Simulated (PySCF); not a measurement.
F3S, charge -1, multiplicity 1. Atoms are numbered in the order given.

```xyz
4

F      0.0000     1.8524    -0.3085
S      0.0000     0.0000    -0.3836
F      0.0000    -1.8524    -0.3085
F      0.0000     0.0000     1.2989
```
Charge -1, spin multiplicity 1.

The structure is a stationary point at B3LYP-D3(BJ)/def2-SVPD. The spin state was assumed, not searched. The isomer is the one that the SMILES or the coordinates give; other isomers of the formula were not compared.

Estimates of the vertical detachment energy (IE) of the anion in eV. Rows of orbital energies are one-electron estimates, which approximate functionals can put far too low.

```csv
level,IE
"−ε(HOMO), −ε(LUMO), CAM-B3LYP/def2-TZVPD (PySCF)",2.68
ADC(2)/aug-cc-pVDZ (PySCF),3.05
```

### Question
Beyond the first one, list the lowest photoelectron lines from ADC(2)/aug-cc-pVDZ (PySCF) with their pole strengths (two spins summed). (Estimate from the structure and the level; the computed values follow.)

### Answer
4.69 eV (1.71), 5.34 eV (1.67), 5.64 eV (1.67), 5.75 eV (1.68), 6.27 eV (1.70).
